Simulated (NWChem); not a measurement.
System: GeH4Se; SMILES [GeH3][SeH]

Here is an NWChem input.

```
start job
memory heap 200 mb stack 900 mb global 1100 mb
geometry units angstroms noautoz
  Ge    -0.003210     1.159219    -0.001155
  Se    -0.048694    -1.198582    -0.005641
  H      0.729705     1.691608    -1.244798
  H     -1.480489     1.578952    -0.030175
  H      0.678827     1.689777     1.271946
  H      1.418461    -1.308334     0.008051
end
basis spherical
  * library 6-31g*
end
dft
  xc xcamb88 1.00 lyp 1.0 hfexch 1.00
  cam 0.33 cam_alpha 0.0 cam_beta 1.0
  iterations 150
  mulliken
end
task dft energy
```

Parts of the log:

```
             Northwest Computational Chemistry Package (NWChem) 7.3.0
             --------------------------------------------------------

 C1  symmetry detected

                             Geometry "geometry" -> ""
                             -------------------------

 Output coordinates in angstroms (scale by  1.889725989 to convert to a.u.)

  No.       Tag          Charge          X              Y              Z
 ---- ---------------- ---------- -------------- -------------- --------------
    1 Ge                  32.0000    -0.01021317     1.15924713     0.00000611
    2 Se                  34.0000    -0.02948765    -1.19891804     0.00002407
    3 H                    1.0000     0.70538914     1.69746596    -1.25118700
    4 H                    1.0000    -1.49227569     1.56248006    -0.01627564
    5 H                    1.0000     0.67742617     1.69968932     1.26591559
    6 H                    1.0000     1.43886198    -1.29233030     0.00053315

 Effective nuclear repulsion energy (a.u.)     313.2913581467

                                 NWChem DFT Module
                                 -----------------

 Summary of "ao basis" -> "ao basis" (spherical)
 ------------------------------------------------------------------------------
       Tag                 Description            Shells   Functions and Types
 ---------------- ------------------------------  ------  ---------------------
 Ge                          6-31g*                 12       32   5s4p3d
 Se                          6-31g*                 12       32   5s4p3d
 H                           6-31g*                  2        2   2s

            General Information
            -------------------
          SCF calculation type: DFT
          Wavefunction type:  closed shell.
          No. of atoms     :     6
          No. of electrons :    70
           Alpha electrons :    35
            Beta electrons :    35
          Charge           :     0
          Spin multiplicity:     1
          Use of symmetry is: off; symmetry adaption is: off
          Maximum number of iterations: 150
          AO basis - number of functions:    72
                     number of shells:    32
          Convergence on energy requested:  1.00D-06
          Convergence on density requested:  1.00D-05
          Convergence on gradient requested:  5.00D-04

              XC Information
              --------------
                     Hartree-Fock (Exact) Exchange  1.000
                   CAM-Becke88 Exchange Functional  1.000
              Lee-Yang-Parr Correlation Functional  1.000

           Range-Separation Parameters
           ---------------------------
           Alpha           :  0.00
           Beta            :  1.00
           Gamma           :  0.33
           Short-Range HF  :     F

             Grid Information
             ----------------
          Grid used for XC integration:  medium
          Radial quadrature: Mura-Knowles
          Angular quadrature: Lebedev.
          Tag              B.-S. Rad. Rad. Pts. Rad. Cut. Ang. Pts.
          ---              ---------- --------- --------- ---------
          Ge                  1.25      112           9.0       590
          Se                  1.15      112          10.0       590
          H                   0.35       45          10.0       434
          Grid pruning is: on
          Number of quadrature shells:   404
          Spatial weights used:  Erf1

      Superposition of Atomic Density Guess
      -------------------------------------

 Sum of atomic energies:       -4476.51970990

      Non-variational initial energy
      ------------------------------

 Total energy =   -4477.050216
 1-e energy   =   -6863.475107
 2-e energy   =    2073.133533
 HOMO         =      -0.285514
 LUMO         =       0.037219

     ---------------------------------------------
      Total Density - Mulliken Population Analysis
     ---------------------------------------------

    Atom       Charge   Shell Charges
 -----------   ------   -------------------------------------------------------
    1 Ge  32    31.77   2.00  2.00  6.00  2.00  5.99  1.19  1.88  0.16  0.42  6.88  2.97  0.29
    2 Se  34    34.49   2.00  2.00  6.00  2.00  5.99  1.50  3.28  0.37  1.30  6.94  2.94  0.16
    3 H    1     0.99   0.45  0.54
    4 H    1     0.99   0.45  0.54
    5 H    1     0.99   0.45  0.54
    6 H    1     0.76   0.38  0.39

   convergence    iter        energy       DeltaE   RMS-Dens  Diis-err
 ---------------- ----- ----------------- --------- --------- ---------
 d= 0,ls=0.0,diis     1  -4479.6906710367 -4.79D+03  7.93D-03  3.56D-01
 d= 0,ls=0.0,diis     2  -4479.7263280554 -3.57D-02  2.60D-03  1.06D-01
 d= 0,ls=0.0,diis     3  -4479.7319326509 -5.60D-03  5.97D-04  6.83D-03
 d= 0,ls=0.0,diis     4  -4479.7322714638 -3.39D-04  1.99D-04  3.10D-04
 d= 0,ls=0.0,diis     5  -4479.7323032749 -3.18D-05  7.59D-05  8.83D-06
  Resetting Diis
 d= 0,ls=0.0,diis     6  -4479.7323061064 -2.83D-06  2.52D-05  2.14D-06
 d= 0,ls=0.0,diis     7  -4479.7323064170 -3.11D-07  8.71D-06  3.97D-07

         Total DFT energy =    -4479.732306417031
      One electron energy =    -6863.262076974622
           Coulomb energy =     2237.131541180435
    Exchange-Corr. energy =     -166.893128769589
 Nuclear repulsion energy =      313.291358146744

 Numeric. integr. density =       69.999994093569

                       DFT Final Molecular Orbital Analysis
                       ------------------------------------

[...]
```

Level: LC-BLYP (range parameter 0.33 per bohr)/6-31G* (spherical d). Structure relaxed at the PBE0/def2-SVP level.
